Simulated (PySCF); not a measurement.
CH4OSZn. Atoms are numbered in the order given.

```xyz
8

Zn     0.0659     0.0557     0.0839
O      1.2711    -0.7631    -0.9145
C      1.0399    -1.4470    -2.1116
H      0.6160    -0.8057    -2.9130
H      1.9999    -1.8410    -2.4955
H      0.3608    -2.3185    -1.9991
S     -1.2427     1.1283     1.4190
H     -1.4786     0.0285     2.1724
```

Geometry: r2SCAN-D4/def2-SVP. One conformer was computed; it need not be the lowest.

These are M06-2X/def2-TZVP (PySCF) values and carry that method's errors.

Atomic charges (e):

```json
[
 {"atom": "Zn1", "Löwdin": "0.21", "meta-Löwdin": "1.26", "Mulliken": "0.66"},
 {"atom": "O2", "Löwdin": "-0.18", "meta-Löwdin": "-0.88", "Mulliken": "-0.57"},
 {"atom": "C3", "Löwdin": "-0.41", "meta-Löwdin": "-0.09", "Mulliken": "-0.20"},
 {"atom": "H4", "Löwdin": "0.10", "meta-Löwdin": "0.09", "Mulliken": "0.11"},
 {"atom": "H5", "Löwdin": "0.10", "meta-Löwdin": "0.10", "Mulliken": "0.13"},
 {"atom": "H6", "Löwdin": "0.10", "meta-Löwdin": "0.08", "Mulliken": "0.11"},
 {"atom": "S7", "Löwdin": "0.01", "meta-Löwdin": "-0.66", "Mulliken": "-0.41"},
 {"atom": "H8", "Löwdin": "0.07", "meta-Löwdin": "0.10", "Mulliken": "0.16"}
]
```
